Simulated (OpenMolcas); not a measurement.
Computed levels of 4d6 in ions with 42 electrons, in cm-1 above 5D4.

| Property | Result |
| --- | --- |
| Program | OpenMolcas |
| Method | SS-RASPT2, IPEA 0.25 Eh, imaginary shift 0.1 Eh |
| Basis | ANO-RCC-VQZP |
| Scalar Hamiltonian | DKH2, point nucleus |
| Spin-orbit coupling | RASSI with atomic mean-field integrals over the reference wave functions, term energies averaged over their components |

Active space for each ion: 12 electrons in 8 orbitals (RAS1 4p, at most 2 holes; RAS2 4d); closed shells correlated by CASPT2: 4s.

| Level | Rh3+ | Ag5+ |
| --- | --- | --- |
| 5D3 | 1577 | 2580 |
| 5D2 | 2450 | 3840 |
| 5D1 | 3040 | 4770 |
| 5D0 | 3320 | 5190 |
| 3H6 | 17620 | 22140 |
| 3H5 | 17970 | 22530 |
| 3P2(1) | 18100 | 22100 |
| 3F3(1) | 20260 | 25350 |
| 3F2(1) | 21110 | 26550 |

Task: Estimate 5D0, 3H6, 3H5 for Pd4+ from its neighbours Rh3+ and Ag5+.

Result: 5D0 is fine structure, which grows about as the fourth power of a screened charge, so the fourth roots are averaged: ((3320^0.25 + 5190^0.25) / 2)^4 = 4177. The calculation gives 4170, so the estimate is off by +0.2 %.
3H6 is another term, which grows about linearly with the charge: (17620 + 22140) / 2 = 19880. The calculation gives 19800, so the estimate is off by +0.4 %.
3H5 is another term, which grows about linearly with the charge: (17970 + 22530) / 2 = 20250. The calculation gives 20180, so the estimate is off by +0.3 %.

Mixed levels, with the weight of the term that names them: Pd4+ 3F3(1) (74 %), Ag5+ 3H5 (75 %), Ag5+ 3F3(1) (73 %).

CASPT2 does not keep the components of a term degenerate, so their means are used; among the terms shown or strongly mixed into the levels shown the widest spread is 130 cm-1 (4d6 3H, Ag5+). Active for correlation alone: 4p; no level in the range computed is led by a configuration that opens it, so any true level of that kind is missing. Only configurations of the active space appear.

A number in round brackets counts repeated terms of one configuration in the order of the reference energies.
